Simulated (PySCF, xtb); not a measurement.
B(PH2)3 (BH₆P₃), SMILES PB(P)P.

GFN2-xTB (xtb) at its own geometry gives an orbital gap of 2.94 eV and a dipole moment of 1.02 D.

Geometry: PBE-D3(BJ)/def2-SVP. Other conformers were not sampled.

**Question.** What does PBE/def2-TZVP (PySCF) give? (An estimate is asked for; the answer gives what the named calculation found.)

**Answer.** gap 3.47 eV (levels -6.19 and -2.71 eV), dipole 0.58 D.
